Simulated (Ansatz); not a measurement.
Consider the ligand exchange at a Ti–O bond: `[OH][Ti]([OH])([OH])[Br]` + HBr → `[OH][Ti]([OH])([Br])[Br]` + H₂O.

Computed with Ansatz on PBE0-D4/def2-TZVP structures; ΔE is electronic, products minus reactants. CCSD(T)/CBS adds triple-zeta CCSD(T) − MP2 to the extrapolated MP2 energy (def2 sets, frozen cores). This one scheme is used for every species. DFT in def2-TZVPP. HSE06 is defined as in plane-wave codes. For Br, Ti outer-core shells are correlated without core-valence functions, which leaves a few kJ/mol of doubt a bond. Scalar relativity is left out up to krypton. One conformer a species, not always the lowest.

```json
{"species": "`[OH][Ti]([OH])([OH])[Br]`", "HSE06-D4 energy (Eh)": "-3650.69990"}
{"species": "HBr", "HSE06-D4 energy (Eh)": "-2574.46326"}
{"species": "`[OH][Ti]([OH])([Br])[Br]`", "HSE06-D4 energy (Eh)": "-6148.79908"}
{"species": "H₂O", "HSE06-D4 energy (Eh)": "-76.37741"}
```

(1) Work out ΔE.

Largest T1 diagnostic among the species: 0.022, so the coupled-cluster value is less sure than usual.

## Answers

(1) ΔE = (-6148.79908) + (-76.37741) − (-3650.69990) − (-2574.46326) = -0.01333 Eh = -35.0 kJ/mol. CCSD(T)/CBS gives -37.7 kJ/mol.

From BLYP to BHLYP (50 % exact exchange), in def2-TZVPP and without D4, ΔE moves by −3.0 kJ/mol. In def2-TZVPP, CCSD(T) changes the Hartree–Fock value by −8.6 kJ/mol (the triples alone add −6.1 kJ/mol) and MP2 by −21.2 kJ/mol. The D4 term adds −4.3 kJ/mol with B3LYP and −2.3 kJ/mol with PBE0; it sums over pairs of atoms, weighted by their polarisabilities, and B3LYP, whose exchange is more repulsive, gets the larger term.

B3LYP here is the variant with VWN-RPA as its local correlation; programs differ in this.
